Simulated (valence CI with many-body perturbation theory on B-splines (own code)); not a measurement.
## E1 transitions of Ce25+

Level of theory: configuration interaction combined with many-body perturbation theory (CI+MBPT): five valence electrons over a frozen Dirac-Fock core [Ar] 3d10, a basis of 11 s, 11 p, 10 d, 8 f, 5 g, 2 h functions for each j, with the one-electron correlation potential Σ1 (screened to all orders), the two-electron term Σ2, the three-electron term Σ3, Breit, model QED; selected single and double excitations, second order for the rest, scaled by the run's own slope (own B-spline code, finite nucleus).

No measured levels were compared; by estimate levels hold to about 250 cm⁻¹ or 0.2 % of their energy and the worst to 1 %, as in measured heavy ions of charge 2 to 7; those with d or f electrons hold less well. Among the levels kept, up to 2100 cm⁻¹ of a level comes from second order outside the variational space, and about a tenth of that is noise between levels of different J, which matters for small intervals.

Lines 201 to 250 of 548 in falling wavelength, among levels below 2157500 cm⁻¹, chosen from the strongest by gf and those to the six lowest levels. Wavelengths and rates use the calculated energies, so an error of 2000 cm⁻¹ moves a line at 11.23 nm by 0.22 % and its rate by three times that or more. Electric multipoles are in the length gauge, E1 and E2 with the static RPA response of the core. Weak lines are less certain than strong ones. Lines between different terms over intervals too small for the method are left out, as are lines whose strength nearly cancels. Where a level lies close to another of its J and parity, the split of strength between their lines is uncertain. The highest levels of a list are the least certain.

Levels are named by their leading jj configuration (3d3/2^4 stands for four electrons in 3d with j = 3/2), which in mixed levels can hold well under half, so a name can repeat and another be missing. Letters in brackets count levels of one name in rising energy.

| λ vac (nm) | Upper | Lower | A (s⁻¹) | S (a.u.) |
| --- | --- | --- | --- | --- |
| 11.23 | (4s^2 4p1/2 4d3/2 4d5/2) J=3/2 [b] | (4s^2 4p1/2 4p3/2 4d5/2) J=3/2 [a] | 8.50e+10 | 2.38e-01 |
| 11.22 | (4s 4p1/2 4p3/2^2 4d5/2) J=3/2 [d] | (4s 4p1/2 4p3/2^3) J=3/2 [b] | 4.15e+10 | 1.16e-01 |
| 11.22 | (4s 4p1/2 4p3/2^2 4d5/2) J=3/2 [a] | (4s 4p1/2 4p3/2^3) J=3/2 [a] | 4.43e+10 | 1.23e-01 |
| 11.21 | (4s^2 4p3/2 4d3/2^2) J=3/2 [c] | (4s^2 4p3/2^2 4d3/2) J=5/2 | 9.76e+10 | 2.71e-01 |
| 11.20 | (4s^2 4p1/2 4p3/2 4d5/2) J=7/2 [b] | (4s^2 4p1/2 4p3/2^2) J=5/2 | 9.65e+10 | 5.36e-01 |
| 11.20 | (4s^2 4p3/2 4d5/2^2) J=9/2 | (4s^2 4p3/2^2 4d5/2) J=9/2 | 7.91e+10 | 5.49e-01 |
| 11.20 | (4s^2 4p1/2 4p3/2 4f7/2) J=9/2 [b] | (4s^2 4p1/2 4p3/2 4d5/2) J=7/2 [b] | 2.02e+10 | 1.40e-01 |
| 11.19 | (4s 4p1/2 4p3/2^2 4d5/2) J=3/2 [f] | (4s^2 4p1/2 4p3/2 4d3/2) J=3/2 [a] | 4.83e+10 | 1.33e-01 |
| 11.18 | (4s 4p1/2^2 4p3/2 4d3/2) J=3/2 [c] | (4s 4p1/2^2 4p3/2^2) J=1/2 | 2.49e+10 | 6.85e-02 |
| 11.17 | (4s 4p1/2^2 4p3/2 4d5/2) J=5/2 [b] | (4s 4p1/2^2 4p3/2^2) J=3/2 | 1.04e+11 | 4.29e-01 |
| 11.16 | (4s 4p1/2^2 4p3/2 4d5/2) J=7/2 [a] | (4s 4p1/2^2 4p3/2^2) J=5/2 | 6.27e+10 | 3.44e-01 |
| 11.13 | (4s^2 4p3/2 4d3/2 4d5/2) J=5/2 [b] | (4s^2 4p3/2^2 4d5/2) J=7/2 | 5.59e+10 | 2.28e-01 |
| 11.13 | (4s^2 4p1/2 4d3/2 4d5/2) J=3/2 [a] | (4s^2 4p1/2 4p3/2 4d3/2) J=5/2 [a] | 2.28e+10 | 6.19e-02 |
| 11.09 | (4s 4p3/2^3 4d5/2) J=1/2 | (4s^2 4p1/2 4p3/2 4d5/2) J=1/2 | 5.77e+10 | 7.77e-02 |
| 11.08 | (4s^2 4p1/2 4p3/2 4f7/2) J=3/2 | (4s^2 4p1/2 4p3/2 4d5/2) J=1/2 | 7.39e+10 | 1.98e-01 |
| 11.07 | (4s 4p1/2 4p3/2^2 4d5/2) J=5/2 [b] | (4s 4p1/2 4p3/2^3) J=3/2 [a] | 2.01e+10 | 8.09e-02 |
| 11.06 | (4s^2 4p1/2 4d5/2^2) J=1/2 | (4s^2 4p1/2 4p3/2 4d5/2) J=3/2 [b] | 2.23e+11 | 2.97e-01 |
| 11.05 | (4s 4p1/2 4p3/2^2 4d5/2) J=3/2 [c] | (4s 4p1/2 4p3/2^3) J=5/2 | 3.19e+10 | 8.51e-02 |
| 11.05 | (4s 4p1/2^2 4p3/2 4d3/2) J=3/2 [c] | (4s 4p1/2^2 4p3/2^2) J=3/2 | 5.54e+10 | 1.48e-01 |
| 11.04 | (4s^2 4p3/2 4d3/2 4d5/2) J=7/2 [b] | (4s^2 4p3/2^2 4d5/2) J=7/2 | 3.21e+10 | 1.71e-01 |
| 11.03 | (4s^2 4p1/2 4p3/2 4f7/2) J=5/2 [b] | (4s^2 4p1/2 4p3/2 4d5/2) J=5/2 [b] | 1.69e+10 | 6.73e-02 |
| 11.00 | (4s^2 4p1/2 4d3/2 4d5/2) J=5/2 [a] | (4s^2 4p1/2 4p3/2 4d3/2) J=5/2 [a] | 7.54e+10 | 2.97e-01 |
| 11.00 | (4s^2 4p1/2 4p3/2 4d3/2) J=5/2 [b] | (4s^2 4p1/2 4p3/2^2) J=3/2 | 7.69e+09 | 3.03e-02 |
| 10.99 | (4s 4p3/2^3 4d3/2) J=5/2 [b] | (4s^2 4p1/2 4p3/2 4d5/2) J=5/2 [b] | 4.13e+10 | 1.63e-01 |
| 10.99 | (4s^2 4p1/2 4d3/2 4d5/2) J=7/2 [b] | (4s^2 4p1/2 4p3/2 4d5/2) J=9/2 | 2.15e+10 | 1.13e-01 |
| 10.99 | (4s^2 4p1/2 4p3/2 4f5/2) J=7/2 [c] | (4s^2 4p1/2 4p3/2 4d5/2) J=7/2 [b] | 1.82e+10 | 9.54e-02 |
| 10.98 | (4s 4p1/2 4p3/2^2 4d5/2) J=7/2 [e] | (4s 4p1/2 4p3/2^3) J=5/2 | 7.67e+10 | 4.02e-01 |
| 10.98 | (4s 4p1/2 4p3/2^2 4d5/2) J=1/2 [b] | (4s 4p1/2 4p3/2^3) J=1/2 | 1.48e+11 | 1.94e-01 |
| 10.98 | (4s^2 4p1/2 4d5/2^2) J=7/2 | (4s^2 4p1/2 4p3/2 4d5/2) J=7/2 [a] | 5.78e+10 | 3.02e-01 |
| 10.97 | (4s^2 4p3/2^2 4d5/2) J=1/2 | (4s^2 4p3/2^3) J=3/2 | 3.49e+11 | 4.56e-01 |
| 10.97 | (4s 4p1/2 4p3/2^2 4d5/2) J=3/2 [f] | (4s^2 4p1/2 4p3/2 4d3/2) J=1/2 [a] | 3.39e+10 | 8.83e-02 |
| 10.95 | (4s 4p1/2 4p3/2^2 4d5/2) J=7/2 [d] | (4s^2 4p1/2^2 4d5/2) J=5/2 | 2.44e+10 | 1.27e-01 |
| 10.95 | (4s^2 4p1/2 4d5/2^2) J=5/2 | (4s^2 4p1/2 4p3/2 4d5/2) J=5/2 [a] | 2.79e+10 | 1.09e-01 |
| 10.95 | (4s^2 4p1/2 4d3/2 4d5/2) J=1/2 | (4s^2 4p1/2 4p3/2 4d3/2) J=1/2 [a] | 1.81e+11 | 2.34e-01 |
| 10.95 | (4s^2 4p1/2 4p3/2 4f7/2) J=5/2 [b] | (4s^2 4p1/2 4p3/2 4d5/2) J=3/2 [b] | 5.33e+10 | 2.07e-01 |
| 10.94 | (4s 4p1/2 4p3/2^2 4d5/2) J=5/2 [d] | (4s 4p1/2 4p3/2^3) J=5/2 | 4.10e+10 | 1.59e-01 |
| 10.93 | (4s^2 4p1/2 4p3/2 4d3/2) J=1/2 [b] | (4s^2 4p1/2 4p3/2^2) J=3/2 | 3.44e+10 | 4.43e-02 |
| 10.92 | (4s^2 4p1/2 4d5/2^2) J=1/2 | (4s 4p3/2^4) J=1/2 | 6.80e+10 | 8.75e-02 |
| 10.92 | (4s 4p3/2^3 4d3/2) J=5/2 [b] | (4s^2 4p1/2 4p3/2 4d5/2) J=3/2 [b] | 3.13e+10 | 1.21e-01 |
| 10.91 | (4s^2 4p1/2 4p3/2 4f5/2) J=3/2 [a] | (4s^2 4p1/2 4p3/2 4d5/2) J=3/2 [a] | 4.43e+10 | 1.13e-01 |
| 10.91 | (4s 4p1/2 4p3/2^2 4d5/2) J=1/2 [c] | (4s 4p1/2 4p3/2^3) J=3/2 [b] | 1.56e+11 | 2.00e-01 |
| 10.90 | (4s^2 4p1/2 4p3/2 4f5/2) J=3/2 [c] | (4s^2 4p1/2 4p3/2 4d3/2) J=3/2 [b] | 4.11e+10 | 1.05e-01 |
| 10.89 | (4s^2 4p1/2 4p3/2 4d3/2) J=3/2 [b] | (4s^2 4p1/2 4p3/2^2) J=3/2 | 6.24e+10 | 1.59e-01 |
| 10.89 | (4s 4p1/2 4p3/2^3) J=1/2 | (4s^2 4p1/2^2 4p3/2) J=3/2 | 1.83e+10 | 2.33e-02 |
| 10.89 | (4s 4p1/2 4p3/2^2 4d5/2) J=3/2 [e] | (4s 4p1/2 4p3/2^3) J=3/2 [b] | 3.93e+10 | 1.00e-01 |
| 10.89 | (4s^2 4p3/2 4d3/2 4d5/2) J=5/2 [c] | (4s^2 4p3/2^2 4d5/2) J=7/2 | 1.46e+11 | 5.60e-01 |
| 10.89 | (4s^2 4p1/2 4d3/2 4d5/2) J=3/2 [c] | (4s^2 4p1/2 4p3/2 4d5/2) J=5/2 [a] | 4.56e+10 | 1.16e-01 |
| 10.87 | (4s 4p3/2^3 4d5/2) J=7/2 [b] | (4s^2 4p1/2 4p3/2 4d5/2) J=7/2 [b] | 1.97e+10 | 9.98e-02 |
| 10.87 | (4s 4p3/2^3 4d5/2) J=5/2 [b] | (4s^2 4p1/2 4p3/2 4d3/2) J=3/2 [b] | 2.14e+10 | 8.11e-02 |
| 10.86 | (4s^2 4p1/2 4p3/2 4f7/2) J=5/2 [a] | (4s^2 4p1/2 4p3/2 4d5/2) J=7/2 [b] | 1.76e+10 | 6.66e-02 |
